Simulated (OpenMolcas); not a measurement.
A calculation on Ce.

* Program: OpenMolcas
* Method: SS-RASPT2, IPEA 0.25 Eh, imaginary shift 0.1 Eh (closed shells correlated: 5s 5p 6s)
* Basis: ANO-RCC-VTZP [8s7p5d3f2g1h]
* Scalar Hamiltonian: DKH2, point nucleus
* Active space: 2 electrons in 12 orbitals (RAS2 4f; RAS3 5d, at most 1 electron)
* State averaging: 2S+1 = 3 odd, 35 roots; 2S+1 = 1 odd, 35 roots; 2S+1 = 3 even, 21 roots (18 in the spin-orbit step); 2S+1 = 1 even, 28 roots (14 in the spin-orbit step)
* Spin-orbit coupling: state interaction with AMFI integrals over the reference wave functions, term energies averaged over their components

Task: Which level of the active space comes out lowest?

Result: 4f 5d 6s2 1G* 4, with 81 % of that term; it is also the measured ground level.

Task: How high does 4f 5d 6s2 3H* 4 lie?

Result: 0.290 eV above the lowest level; measured 0.1586 eV above the ground level, so the calculation is off by +83 %.

Task: How high does 4f 5d 6s2 3F* 4 lie?

Result: 0.462 eV above the lowest level; measured 0.3844 eV above the ground level, so the calculation is off by +20 %.

Task: How high does 4f 5d 6s2 3G* 3 lie?

Result: 0.1675 eV above the lowest level; measured 0.1722 eV above the ground level, so the calculation is off by -3 %.

Task: The level at 0.344 eV has J = 2. What is it made of, and what is its g factor?

Result: 61 % 4f 5d 6s2 1D* 2, 30 % 4f 5d 6s2 3F*, 7 % 4f 5d 6s2 3D*; g = 0.919, against 1.000 from Landé's formula for the pure leading term.

Measured values: NIST Handbook of Basic Atomic Spectroscopic Data.

CASPT2 does not keep the components of a term degenerate, so their means are used; among the terms shown or strongly mixed into the levels shown the widest spread is 520 cm-1 (4f 5d 6s2 3H*). Some high roots are left out of the spin-orbit mixing, which shifts the levels that they would mix with. The CASPT2 spread within a term exceeds the gap to the next term for 4f 5d 6s2 1D* and 4f 5d 6s2 3F*, so the order of their levels is uncertain, and so are names and mixing where such terms share a J. Some terms miss by over 15 % even with CASPT2, which points to a basis or an active space too small for the shells correlated. Measured partners are found by configuration, term and J. A level has none where our copy of the source lacks it or the pairing is in doubt (some pairs that miss far off the trend of their configuration count as doubtful), and it then counts in no deviation. Levels of configurations outside the active space are missing.

* marks odd parity.
